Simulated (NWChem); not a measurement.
**Correlation energy of H₂B**

```xyz
3

B      0.0000     0.0000     0.1478
H      1.0882     0.0000    -0.3696
H     -1.0882     0.0000    -0.3696
```
Charge 0, spin multiplicity 2.

Program: NWChem. All single points use one geometry, from UPBE0/def2-SVP, a minimum by its harmonic frequencies.

Basis set: def2-SVP. Each correlation energy counts from its own Hartree-Fock reference.

The correlated methods keep 1 core orbital frozen. The structure started from a generated list of species. The unpaired electrons of the parent sit in orbitals of symmetry a1 (C2v labels of the run); other states weren't searched. The stability of the SCF solutions was not checked. Open-shell Hartree-Fock references start from PBE0 orbitals. Coupled-cluster values serve here as a point of comparison, not as the truth.

Q: Order these methods by the correlation energy they give, lowest first: CCSD(T) on UHF, SCS-UMP2, UMP2, CCSD on UHF, CCSD(T) on ROHF.

A: CCSD(T) on ROHF (-87.9 mHa), CCSD(T) on UHF (-86.7 mHa), CCSD on UHF (-85.5 mHa), SCS-UMP2 (-73.4 mHa), UMP2 (-66.6 mHa)
